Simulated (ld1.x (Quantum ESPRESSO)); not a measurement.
carbon: excitation energies, all-electron against RRKJ

ld1.x (Quantum ESPRESSO) 7.5 input, shortened:

```
&input
   title='C', zed=6., rel=1, dft='PBE', iswitch=3,
   config='[He] 2s2 2p2 3d-2'
 /
 &inputp
   pseudotype=2, tm=.false., rho0=0.02, lloc=0,
   nlcc=.true., rcore=1.15
 /
3
2P  2  1   2.00   0.00  2.35  2.35  0.0
3D  3  2  -2.00   0.05  1.75  1.75  0.0
2S  1  0   2.00   0.00  1.30  1.30  0.0
 &test
   configts(1)='2s2 2p2'
 /
```

Energies are relative to the spin-unpolarised reference configuration 2s2 2p2; without spin polarisation the order of configurations can differ from experiment.

```
valence configuration  charge  ΔE all-electron (eV)  error AE − PS (meV)
              2s2 2p1      +1                10.862                  +71
              2s1 2p0      +3                83.212                +1275
              2s0 2p4       0                16.975                  -33
              2s1 2p3       0                 8.478                 -7.4
            2s2 2p1.5    +0.5                 3.963                 +9.9
```

Q: What are ΔE and the potential's error for 2s2 2p0?

A: ΔE = 35.018 eV all-electron; the error (AE − PS) is +654 meV.

Q: What are ΔE and the potential's error for 2s1 2p2?

A: ΔE = 19.615 eV all-electron; the error (AE − PS) is -78 meV.
